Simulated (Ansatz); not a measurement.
`[GaH2][O][SbH2]` + arsine → `[GaH2][AsH2]` + `[OH][SbH2]` at 700 K and 1 bar (ligand exchange at a Ga–O bond).

Calculated with Ansatz (gas phase, PBE0-D4/def2-TZVP geometries, no zero-point term in ΔE). CCSD(T)/CBS adds triple-zeta CCSD(T) − MP2 to the extrapolated MP2 energy (def2 sets, frozen cores). def2 core potentials past Kr. For As, Ga, Sb outer-core shells are correlated without core-valence functions, which leaves a few kJ/mol of doubt a bond. Scalar relativity is left out up to krypton.

| species | CCSD(T)/CBS energy (Eh) | H − E (kJ/mol) | S (J/(mol·K)) |
| --- | --- | --- | --- |
| `[GaH2][O][SbH2]` | -2241.53579 | 143.0 | 440.2 |
| `[AsH3]` | -2236.79077 | 87.1 | 262.7 |
| `[GaH2][AsH2]` | -4161.33979 | 126.6 | 378.2 |
| `[OH][SbH2]` | -316.98030 | 111.4 | 336.4 |

H − E and S are ideal-gas, rigid-rotor, harmonic terms from PBE0-D4/def2-TZVP, for one conformer and one mirror image of each species. 1 Eh = 2625.50 kJ/mol, R = 8.31446 J/(mol·K).

Problem. By hand: ΔE, ΔH, ΔS and ΔG.

Solution. ΔE = (-4161.33979) + (-316.98030) − (-2241.53579) − (-2236.79077) = 0.00647 Eh = 17.0 kJ/mol. Δ(H − E) = 126.6 + 111.4 − 143.0 − 87.1 = 7.9, so ΔH = 24.9 kJ/mol. ΔS = 378.2 + 336.4 − 440.2 − 262.7 = 11.7 J/(mol·K). ΔG = 24.9 − 700 × (11.7)/1000 = 16.7 kJ/mol.

Problem. By hand: the equilibrium constant, and the temperature at which ΔG would vanish if ΔH and ΔS stayed fixed.

Solution. log₁₀ K = −ΔG/(RT ln 10) = -1.2. ΔG = 0 at ΔH/ΔS = 2128 K, though so small a ΔS makes that figure unsure.

The number of gas molecules stays the same, so ΔS is small and ΔH decides. A doubt of 5 kJ/mol in ΔE shifts log₁₀ K by 0.4 here. Other conformers and mirror images would add mixing entropy, several J/(mol·K) or more a flexible species. Modes under 60 cm⁻¹, often nearly free rotors, make the harmonic entropy too high. These are equilibria of isolated gas molecules and say nothing of rates. Largest T1 diagnostic: 0.016 (customary marks: 0.02 for closed shells, 0.045 for open ones).
